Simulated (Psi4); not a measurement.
F₄Se, singlet, at a GFN2-xTB geometry; PBE0/cc-pVDZ run with Psi4.

Input for Psi4:
```
memory 2 GB

molecule {
0 1
Se   -0.00203224    0.00254110    0.35944284
F     0.96817789    1.31904607   -0.34335275
F     1.32333862   -0.96859697   -0.32517209
F    -0.96433922   -1.32384594   -0.33559484
F    -1.31949995    0.96379711   -0.35377550
}

set {
  basis cc-pvdz
  scf_type pk
  puream true
  d_convergence 1e-8
  dft_radial_points 99
  dft_spherical_points 590
}

energy('pbe0')
print_variables()
```

Problem. Predict the main parts of the log of this Psi4 run.

Solution. 
```
   => Loading Basis Set <=

    Name: CC-PVDZ
    Role: ORBITAL
    Keyword: BASIS

         ---------------------------------------------------------
                                   SCF
               by Justin Turney, Rob Parrish, Andy Simmonett
                          and Daniel G. A. Smith
                              RKS Reference
         ---------------------------------------------------------

  ==> Geometry <==

    Molecular point group: c2v
    Full point group: C1h

    Geometry (in Angstrom), charge = 0, multiplicity = 1:

       Center              X                  Y                   Z               Mass
    ------------   -----------------  -----------------  -----------------  -----------------
         SE           0.000000000000    -0.000000000000     0.340679432754    79.916521800000
         F           -1.157559972580    -1.157559974890    -0.358265837941    18.998403162730
         F           -1.157559972580     1.157559974890    -0.358265837941    18.998403162730
         F            1.157559972580     1.157559974890    -0.358265837941    18.998403162730
         F            1.157559972580    -1.157559974890    -0.358265837941    18.998403162730

  Running in c2v symmetry.

  Rotational constants: A =      0.13948  B =      0.13948  C =      0.08278 [cm^-1]
  Rotational constants: A =   4181.63857  B =   4181.63856  C =   2481.55046 [MHz]
  Nuclear repulsion =  464.124423044543050

  Charge       = 0
  Multiplicity = 1
  Electrons    = 70
  Nalpha       = 35
  Nbeta        = 35

  ==> Algorithm <==

  SCF Algorithm Type is PK.
  DIIS enabled.
  MOM disabled.
  Fractional occupation disabled.
  Guess Type is SAD.
  Energy threshold   = 1.00e-06
  Density threshold  = 1.00e-08
  Integral threshold = 1.00e-12

  ==> Primary Basis <==

  Basis Set: CC-PVDZ
    Blend: CC-PVDZ
    Number of shells: 35
    Number of basis functions: 83
    Number of Cartesian functions: 89
    Spherical Harmonics?: true
    Max angular momentum: 2

  ==> DFT Potential <==

   => LibXC <=

    Version 7.1.2
    S. Lehtola, C. Steigemann, M. J. T. Oliveira, and M. A. L. Marques,  SoftwareX 7, 1–5 (2018) (10.1016/j.softx.2017.11.002)

   => Composite Functional: PBE0 <=

    PBE0 Hyb-GGA Exchange-Correlation Functional

    C. Adamo and V. Barone,  J. Chem. Phys. 110, 6158 (1999) (10.1063/1.478522)
    M. Ernzerhof and G. E. Scuseria,  J. Chem. Phys. 110, 5029 (1999) (10.1063/1.478401)

    Deriv               =              1
[...]
   @RKS iter   6: -2800.17889193230985   -1.61927e-06   6.51432e-06 DIIS
   @RKS iter   7: -2800.17889198342800   -5.11181e-08   8.83451e-07 DIIS
   @RKS iter   8: -2800.17889198460671   -1.17871e-09   1.37230e-07 DIIS
   @RKS iter   9: -2800.17889198464354   -3.68345e-11   1.83391e-08 DIIS
   @RKS iter  10: -2800.17889198464309    4.54747e-13   2.35339e-09 DIIS
  Energy and wave function converged.

  ==> Post-Iterations <==

   Electrons on quadrature grid:
      Ntotal   =   69.9999975353 ; deviation = -2.465e-06

    Orbital Energies [Eh]
    ---------------------

    Doubly Occupied:

[...]
    Virtual:

[...]
    Final Occupation by Irrep:
             A1    A2    B1    B2
    DOCC [    13,    6,    8,    8 ]
    NA   [    13,    6,    8,    8 ]
    NB   [    13,    6,    8,    8 ]

  @RKS Final Energy: -2800.17889198464309

   => Energetics <=

    Nuclear Repulsion Energy =            464.1244230445430503
    One-Electron Energy =               -4821.7510240047231491
    Two-Electron Energy =                1654.4308872495792002
    DFT Exchange-Correlation Energy =     -96.9831782740420607
    Empirical Dispersion Energy =           0.0000000000000000
    VV10 Nonlocal Energy =                  0.0000000000000000
    Total Energy =                      -2800.1788919846430872

Computation Completed

Properties will be evaluated at   0.000000,   0.000000,   0.000000 [a0]

Properties computed using the SCF density matrix

 Multipole Moments:

 ------------------------------------------------------------------------------------
     Multipole            Electronic (a.u.)      Nuclear  (a.u.)        Total (a.u.)
 ------------------------------------------------------------------------------------

 L = 1.  Multiply by 2.5417464519 to convert [e a0] to [Debye]
 Dipole X            :          0.0000000            0.0000000            0.0000000
 Dipole Y            :          0.0000000            0.0000000            0.0000000
 Dipole Z            :          3.5743079           -2.4839873            1.0903207
 Magnitude           :                                                    1.0903207

 ------------------------------------------------------------------------------------

  Variable Map:
  ----------------------------------------------------------------------------
[...]
  Array Variable Map:
  ----------------------------------------------------------------------------
[...]
[...]
```
